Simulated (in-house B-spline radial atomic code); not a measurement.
Binding energies in La

NIST's tabulated ground configuration is [Xe] 5d1 6s2; each binding energy is the energy of the ion with one electron taken from that subshell, relaxed, less that of the parent. Computed with a B-spline radial code for spherical atoms: Dirac-Kohn-Sham PBE0, spherical fractional occupations, Fermi nucleus of rms radius 4.855 fm. Energies include first-order Breit, QED and recoil terms.

Caution: exact exchange at fractional occupations of open shells leaves self-interaction of up to several eV.

```csv
subshell,X-ray name,binding energy (eV),-ε (eV),relaxation (eV)
1s,K,39039.1,38825.4,-344.1
2s,L1,6248.7,6205.9,-58.5
2p1/2,L2,5908,5849.0,-74.1
2p3/2,L3,5500.7,5435.5,-75.4
3s,M1,1355.6,1339.4,-19.0
3p1/2,M2,1206,1188.7,-19.8
3p3/2,M3,1127.4,1107.6,-21.3
3d3/2,M4,868,844.4,-24.3
3d5/2,M5,851.7,827.1,-24.9
4s,N1,283.8,275.9,-8.4
4p1/2,N2,227.6,219.8,-8.2
4p3/2,N3,211.2,202.5,-8.9
4d3/2,N4,118.3,110.1,-8.3
4d5/2,N5,115.6,107.0,-8.5
5s,O1,46.18,42.03,-4.22
5p1/2,O2,30.01,26.18,-3.86
5p3/2,O3,27.73,23.61,-4.13
6s,P1,6.22,4.24,-1.99
5d,"O4,5",5.51,2.39,-3.10
```

Relaxation = -ε minus the binding energy without Breit, QED and recoil terms. With a density functional, K lines can miss by some tenths of a per cent, more in light atoms. For a density functional the relaxation so defined is negative, because -ε of a Kohn-Sham level is smaller than the binding energy.

Emission lines follow as differences of binding energies, with λ = 12398.42 eV·Å / E:

```
 line          holes  energy (eV)  wavelength (Å)
 K-L3     1s → 2p3/2      33538.4         0.36968
 K-L2     1s → 2p1/2      33131.1         0.37422
 K-M3     1s → 3p3/2      37911.7         0.32703
L3-M5  2p3/2 → 3d5/2       4649.0          2.6669
L2-M4  2p1/2 → 3d3/2       5040.0            2.46
L1-M3     2s → 3p3/2       5121.3           2.421
L3-M1     2p3/2 → 3s       4145.1          2.9911
L2-N4  2p1/2 → 4d3/2       5789.7          2.1415
```

Q: What screening constant σ does Moseley's law, E = (3/4)·13.6057 eV·(Z - σ)², need for K-L3?

A: σ = -0.33.

Moseley's non-relativistic formula needs a falling, then negative, screening constant for heavy elements, because relativity binds the 1s electron more strongly than the formula allows.

Q: What does it cost to remove both a 4d5/2 and a 5s electron?

A: 174.85 eV, which is 13.04 eV more than the two single binding energies together.

Q: What does it cost to remove both a 2s and a 2p3/2 electron?

A: 11901 eV, which is 151.7 eV more than the two single binding energies together.

Q: What does it cost to remove both a 3d3/2 and a 4p1/2 electron?

A: 1121.9 eV, which is 26.36 eV more than the two single binding energies together.
